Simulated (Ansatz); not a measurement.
A structure relaxed at PBE0-D4/def2-TZVP in Ansatz, charge 0, singlet:

```xyz
7

Pt   -1.690   -0.959   -0.769
Pt    1.005   -0.527   -0.641
Pt   -0.409    1.197    0.314
H     0.613    2.154    1.003
H    -0.332   -1.690   -0.277
H     2.440   -0.069   -0.234
H    -1.627   -0.105    0.605
```

Problem. Give its formula and point group.

Solution. the cluster Pt₃H₄. Point group Cs (tolerance 0.1 Å).

Problem. Summarise the bond lengths by kind (pairs closer than 1.2 times the sum of covalent radii, bridged metal pairs left out).

Solution. 1 × Pt–Pt 2.43 Å; 6 × H–Pt 1.56 to 1.81 Å.

In the def2 sets Pt takes a core potential; there is no spin–orbit coupling. The restricted singlet is unstable towards broken spin symmetry in Hartree–Fock (as tested in another run); at PBE0-D4/def2-TZVP this wasn't settled. Another isomer (singlet) lies 0.23 eV lower at PBE0-D4/def2-TZVP; other spin states weren't run for this one.
